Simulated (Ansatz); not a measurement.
Start from `C[SiH2]C[SiH2]F` and change one atom or group to get `[BH2][GaH][CH2][SiH2]F`.

Ansatz, PBE0-D4/def2-TZVP geometries, multiplicity 1. Each molecule was computed in one conformer, which needn't be the lowest.

Scalar relativity is left out up to krypton.

```
                               property  `C[SiH2]C[SiH2]F`
  LUMO energy (ωB97M-V/def2-TZVPP) / eV               1.80
     HOMO energy (PBE0/def2-TZVPP) / eV              -8.74
    HOMO–LUMO gap (PBE/def2-TZVPP) / eV               6.72
    LUMO energy (B3LYP/def2-TZVPP) / eV              -0.07
  HOMO–LUMO gap (B3LYP/def2-TZVPP) / eV               8.45
HOMO–LUMO gap (ωB97M-V/def2-TZVPP) / eV              12.75
```

(1) What does the change do to each property? (Estimate.)

Answers

(1) Ansatz gave: 
| property | `[BH2][GaH][CH2][SiH2]F` | shift |
| --- | --- | --- |
| LUMO energy (ωB97M-V/def2-TZVPP) / eV | 0.30 | -1.50 |
| HOMO energy (PBE0/def2-TZVPP) / eV | -7.18 | 1.56 |
| HOMO–LUMO gap (PBE/def2-TZVPP) / eV | 3.89 | -2.83 |
| LUMO energy (B3LYP/def2-TZVPP) / eV | -1.63 | -1.56 |
| HOMO–LUMO gap (B3LYP/def2-TZVPP) / eV | 5.35 | -3.10 |
| HOMO–LUMO gap (ωB97M-V/def2-TZVPP) / eV | 9.62 | -3.13 |

With PBE0 the HOMO rises by 1.56 eV and the LUMO falls by 1.50 eV, so the gap narrows by about 3.06 eV. PBE moves the HOMO by 1.37 eV and ωB97M-V by 1.63 eV.

B3LYP here is the variant with VWN-RPA as its local correlation; programs differ in this.

Positive LUMOs are unbound, so they and the gaps depend on the basis.
